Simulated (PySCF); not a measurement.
In(F)2(Vi), C2H3F2In, SMILES C=[CH][In]([F])[F] at its PBE0/def2-SVP optimised geometry (Å):

```
8

In     0.1196    -1.0417     0.0000
F     -0.5312    -2.8815     0.0048
F      2.0757    -1.0417     0.0000
C     -0.9819     0.7595     0.0000
C     -0.3538     1.9387     0.0206
H     -2.0757     0.7095    -0.0160
H     -0.9151     2.8815     0.0223
H      0.7375     2.0296     0.0365
```

Level of theory: PySCF with PBE0/def2-TZVP, def2 effective core potentials past Kr. The core electrons that the potentials of In replace are not part of the density.

Map of the LUMO amplitude (bohr^(-3/2)) on the plane z = 1.2 Å; orbital energy -1.87 eV, overall sign arbitrary:

```
|5555555555555555555555555555555|
|5555555555555555555555555555555|
|5555555555555555555555555555555|
|5555555555556666655555555555555|
|5555555555666666666555555555555|
|5555555555666777666655555555555|
|5555555556667787766655555555555|
|5555555556678898876665555555555|
|5555555556678999876665555555555|
|5555555555678999876665555555555|
|5555555555567888876655555555555|
|5555555544455677666555555555555|
|5555555444333455555555555555555|
|5555555443322233444555555555555|
|5555555443211112334445555555555|
|5555555443211011223445555555555|
|5555555443221000123445555555555|
|5555555443321000012345555555555|
|5555555444321000012345555555555|
|5555555444332100012345555555555|
|5555555544433211123445555555555|
|5555555554443332233445555555555|
|5555555555444443334455555555555|
|5555555555555554444455555555555|
|5555555555555555555555555555555|
|5555555555555555555555555555555|
|5555555555555555555555555555555|
|5555555555555555555555555555555|
|5555555555555555555555555555555|
|5555555555555555555555555555555|
|5555555555555555555555555555555|
```
Scale: ten equal steps from -0.085 (start of '0') to 0.067 (end of '9'), in the order '0123456789'; x runs from -5.00 to 5.00, y from -5.00 (bottom) to 5.00 (top).
